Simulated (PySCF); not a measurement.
C3H4F2Si, SMILES C#CC(F)(F)[SiH3].

Geometry: PBE-D3(BJ)/def2-SVP. The structure was generated by enumeration, and PubChem lists no compound with its InChIKey, so it may never have been made.

The numbers are results of SMD-B3LYP/6-31G* (PySCF), not measurements.

Solvation free energies are E(SMD) − E(gas) at the gas-phase geometry, for 1 M in both phases. In vacuum the dipole moment is 2.10 D.

```csv
solvent,ΔG(solv) (kcal/mol),its non-electrostatic (CDS) part,dipole (D)
water,2.1,5.9,2.68
chloroform,…,…,…
tetrahydrofuran,-1.4,1.7,2.57
```

Task: What belongs in the gaps? (The exact figures need the calculation; the answer reports its results.)

Result: 
- chloroform, ΔG(solv) (kcal/mol): -2.1
- chloroform, its non-electrostatic (CDS) part: 0.6
- chloroform, dipole (D): 2.51
